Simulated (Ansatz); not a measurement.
Consider the redistribution: `F[SiH2][SbH2]` + `C[O][GeH]([SH])[Cl]` → `Cl[SiH2][SbH2]` + `C[O][GeH]([F])[SH]`.

Gas-phase electronic energies from Ansatz, PBE0-D4/def2-TZVP geometries. CBS: MP2 limit from def2 TZ/QZ plus the TZ coupled-cluster correction, frozen cores. Elements past krypton have def2 core potentials. For Ge, Sb outer-core shells are correlated without core-valence functions, which leaves a few kJ/mol of doubt a bond. Scalar relativity is left out up to krypton. One conformer a species, not always the lowest.

`F[SiH2][SbH2]`:

Cartesian coordinates in Å:
```
F -0.531 -2.074 0.600
Si 0.366 -0.843 0.090
Sb -1.194 1.042 -0.700
H 1.256 -0.449 1.211
H 1.186 -1.324 -1.052
H -1.284 1.673 0.884
H 0.201 1.974 -1.034
```

`C[O][GeH]([SH])[Cl]`:

Z-matrix (Å, degrees):
```
C
O 1 1.413
H 1 1.096 2 111.7
H 1 1.091 2 107.5 3 119.0
H 1 1.096 2 111.5 3 -122.1
Ge 2 1.758 1 120.3 3 56.3
Cl 6 2.154 2 108.0 1 63.4
S 6 2.211 2 112.1 1 -54.5
H 6 1.525 2 105.8 1 -177.9
H 8 1.343 6 92.8 2 97.9
```

`Cl[SiH2][SbH2]`:

```xyz
7

Cl    0.593   -0.671    2.035
Si    0.605    0.591    0.407
Sb   -0.914   -0.207   -1.505
H     0.160    1.927    0.875
H     2.006    0.686   -0.073
H    -0.289   -1.788   -1.352
H    -2.161   -0.538   -0.387
```

`C[O][GeH]([F])[SH]`:

Z-matrix (Å, degrees):
```
C
O 1 1.415
H 1 1.091 2 107.5
H 1 1.096 2 111.8 3 119.1
H 1 1.095 2 111.2 3 -118.9
Ge 2 1.752 1 121.1 3 -168.7
S 6 2.208 2 112.6 1 49.7
F 6 1.738 2 107.8 1 -64.7
H 6 1.525 2 106.5 1 177.9
H 7 1.344 6 91.2 2 -109.6
```

```json
{"level": "CCSD/def2-TZVPP", "ΔE (kJ/mol)": "41.5"}
{"level": "CCSD/CBS(def2)", "ΔE (kJ/mol)": "41.6"}
```

Q: What does CCSD(T)/CBS give? (Estimate.)

A: The calculation gave: +40.9 kJ/mol. The listed levels differ from it by 0.6, 0.7 kJ/mol.

Largest T1 diagnostic among the species: 0.013.
